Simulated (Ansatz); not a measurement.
Reaction (ligand exchange at a B–C bond): `BC([SiH3])[SiH2]Cl` + `OB1CO1` → `BOB1CO1` + `[SiH3]C[SiH2]Cl`

Calculated with Ansatz (gas phase, PBE0-D4/def2-TZVP geometries, no zero-point term in ΔE). CCSD(T)/CBS adds triple-zeta CCSD(T) − MP2 to the extrapolated MP2 energy (def2 sets, frozen cores). Functionals use def2-TZVPP. Each species was taken in one conformer, which may not be the lowest.

`BC([SiH3])[SiH2]Cl`:

Z-matrix (Å, degrees):
```
C
Si 1 1.898
Si 1 1.858 2 106.0
B 1 1.536 2 101.4 3 119.8
H 1 1.093 2 108.0 3 -119.2
H 2 1.487 1 109.9 3 -25.1
H 2 1.488 1 111.0 3 -144.9
H 2 1.484 1 108.9 3 95.3
Cl 3 2.061 1 110.0 2 -175.6
H 3 1.484 1 111.5 2 -57.4
H 3 1.480 1 110.1 2 65.5
H 4 1.200 1 119.5 2 -67.7
H 4 1.196 1 121.6 2 109.1
```

`OB1CO1`:

```xyz
7

O     1.212   -1.141    0.739
B     0.203   -0.484    0.149
C    -0.612    0.668   -0.381
O    -0.953   -0.803   -0.436
H     1.909   -0.565    1.058
H    -0.454    1.094   -1.368
H    -1.305    1.231    0.239
```

`BOB1CO1`:

Cartesian coordinates in Å:
```
B -1.158 -1.559 0.678
O -0.024 -0.808 0.786
B 0.342 0.207 -0.027
C 1.116 1.429 -0.428
O 0.087 0.667 -1.250
H -1.260 -2.495 1.413
H -2.000 -1.255 -0.118
H 2.110 1.377 -0.865
H 0.787 2.437 -0.190
```

`[SiH3]C[SiH2]Cl`:

Cartesian coordinates in Å:
```
Si 0.193 -0.231 -1.616
C -0.727 -0.122 0.016
Si 0.344 0.301 1.472
Cl -0.790 0.381 3.193
H -0.743 -0.572 -2.718
H 0.843 1.070 -1.926
H 1.246 -1.279 -1.542
H -1.514 0.634 -0.072
H -1.218 -1.082 0.210
H 1.389 -0.729 1.682
H 0.975 1.631 1.300
```

CCSD(T)/CBS gives -87.2 kJ/mol.

**Question.** Another level gave -88.7 kJ/mol. Which?
A. B2PLYP/def2-TZVPP
B. PBE-D4/def2-TZVPP
C. PBE0/def2-TZVPP
D. ωB97X-V/def2-TZVPP

**Answer.** D. ωB97X-V -88.7, PBE0 -83.4, PBE-D4 -77.0, B2PLYP -95.7 kJ/mol.

Largest T1 diagnostic among the species: 0.015.

In def2-TZVPP, CCSD(T) changes the Hartree–Fock value by +26.9 kJ/mol (the triples alone add +3.4 kJ/mol) and MP2 by +30.1 kJ/mol. The D4 term adds +7.4 kJ/mol with B3LYP and +4.0 kJ/mol with PBE0; it sums over pairs of atoms, weighted by their polarisabilities, and B3LYP, whose exchange is more repulsive, gets the larger term.

B3LYP here is the variant with VWN-RPA as its local correlation; programs differ in this.
